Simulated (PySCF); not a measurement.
## YbC: from constants to spectrum

ROHF-MP2 constants of YbC, triplet, about 13.9 electrons in the 4f shell (Mulliken) (basis Yb x2c-TZVPall, C x2c-TZVPall; spin-free X2C with a Gaussian nucleus; PySCF 2.14; masses 173.9389 and 12.0000 u):

| Item | Value |
| --- | --- |
| ωe | 501.9 cm⁻¹ |
| ωexe | 4.97 cm⁻¹ |
| Be | 0.30971 cm⁻¹ |
| αe | 0.00267 cm⁻¹ |
| D (centrifugal) | 4.72e-07 cm⁻¹ |

Problem. Give the vibrational terms G(v) and spacings up to v = 3.

Solution. G(v) = ωe(v+½) − ωexe(v+½)².

```
v  G(v) (cm⁻¹)  G(v) − G(v−1)  Bv (cm⁻¹)
0          250                    0.3084
1          742            492     0.3057
2         1224            482     0.3030
3         1696            472     0.3004
```

Correlated steps freeze 19 core orbitals. These are scalar-relativistic numbers at best; spin–orbit coupling would shift them, the dissociation energy most. With d or f electrons several states lie close, and the lowest PBE0 determinant need not be the measured ground state.
